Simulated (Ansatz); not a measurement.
Species: SrCl, charge 1, multiplicity 1. SMILES: [Cl][Sr+]
Geometry: optimised at B3LYP-D3(BJ)/def2-TZVP (Ansatz, a quantum-chemistry and plane-wave program).

Parts of the frozen-core correlation energy in def2-SVP (Ansatz, hartree). Frozen orbitals: 9; correlated occupied orbitals by spin: 4 and 4; virtual: 28 and 28. No spin-orbit coupling. In def2 rows, elements after Kr have scalar-relativistic effective core potentials.

```
term                            value
-------------------------  ----------
reference (HF)             -489.59698
MP2 opposite-spin                 ___
MP2 same-spin                     ___
CCSD correlation                  ___
(T)                          -0.00302
CCSDT minus CCSD(T)          -0.00020
CCSDT(Q) minus CCSD(T)       -0.00049
T1 diagnostic                   0.011
largest doubles amplitude       0.035
```

What belongs in the gaps?


- MP2 opposite-spin, value: -0.10397
- MP2 same-spin, value: -0.03858
- CCSD correlation, value: -0.15380
